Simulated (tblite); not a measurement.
Compound: C6H6F3O (doublet state).
Cartesian coordinates in Å at the GFN2-xTB level; atoms count from 1:
```
atom  x, y, z in Å
O1     3.0316    2.0180    0.3689
C2     2.4633    1.0288    0.1467
C3     1.8589   -0.0941   -0.0744
C4     0.6499   -0.5622    0.6880
C5    -0.6197   -0.5687   -0.1888
C6    -0.9005    0.8256   -0.8024
F7    -0.0790    1.0362   -1.8742
C8    -1.7807   -1.0263    0.6148
F9    -2.0989   -0.3323    1.7173
F10   -2.9058   -1.3630   -0.0311
H11    2.1963   -0.6999   -0.8991
H12    0.4841    0.0838    1.5515
H13    0.8227   -1.5786    1.0493
H14   -0.4952   -1.2678   -1.0229
H15   -1.9277    0.8873   -1.1769
H16   -0.7070    1.6222   -0.0780
```

Calculated harmonic vibrations of the isolated species, GFN2-xTB (tblite), most abundant isotopes, no scaling. Against measured fundamentals such values can be off by several per cent, at times by over 20. One conformer, not necessarily the lowest. Open shells enter through the occupations alone, without spin polarisation, and single modes of such species can be off by tens of per cent.

Harmonic wavenumbers (cm⁻¹): 35.7, 39.9, 49.7, 93.5, 141.6, 150.2, 183.5, 269.0, 307.9, 349.8, 428.7, 454.7, 483.0, 576.4, 600.6, 606.4, 866.9, 892.7, 897.9, 997.3, 1041.6, 1049.4, 1063.8, 1107.4, 1145.2, 1178.1, 1223.7, 1235.3, 1262.4, 1273.5, 1314.4, 1327.7, 1414.2, 1430.0, 1466.9, 2290.1, 2949.8, 2951.9, 2962.7, 2969.1, 3000.1, 3092.5.

A = 2352, B = 690.0, C = 607.8 MHz; mass 151.037 u (most abundant isotopes); point group C1, symmetry number 1; spin multiplicity 2.

Q: Zero-point energy?

A: ½Σν̃ = 23588 cm⁻¹ = 282.17 kJ/mol.

Q: Entropy at 273.15 K, 1 bar (ideal gas, RRHO, classical rotation)?

A: Translation 169.61, rotation 125.13, vibration 139.52, spin (R ln 2) 5.76: S = 440.0 J/(mol K).

Q: And Cp and H(273.15 K) − H(0)?

A: Cp = 152.50 J/(mol K), of which vibrations give 119.24 (their classical limit is 42 R = 349.2); H(273.15 K) − H(0) = 27.39 kJ/mol without the zero-point energy, 18.31 from vibrations.

Q: What must be added to the electronic energy to get the Gibbs energy at 273.15 K and 1 bar?

A: ZPE + [H(273.15 K) − H(0)] − T·S = 282.17 + 27.39 − 120.19 = 189.37 kJ/mol.

Q: How do the functions run with temperature in this model?

A: 
```
 T (K)  S (J/(mol K))  Cp (J/(mol K))  H − H(0) (kJ/mol)  G − H(0) (kJ/mol)  ln q(vib)
    50          269.9            66.2               2.46             -11.04       1.20
   100          323.2            89.1               6.37             -25.96       3.09
298.15          453.8           161.4              31.32            -103.97       9.45
373.15          492.8           187.1              44.40            -139.49      11.57
   500          552.9           224.3              70.59            -205.88      14.96
   750          654.2           274.2             133.45            -357.21      21.10
  1000          737.7           305.1             206.15            -531.51      26.59
```

q(vib) and H(0) count from the zero-point level.

Hindered rotation and anharmonicity are outside this model. Other conformers, if any are populated, would add a mixing term that is left out. The structure is chiral; the term R ln 2 for an equal mix with its mirror image is left out.

Time: 0.42 s wall. Hardware: Arm Neoverse V2, one thread, shared host with 32 logical CPUs at a one-minute load of 36. This covers the Hessian and the dipole derivatives.
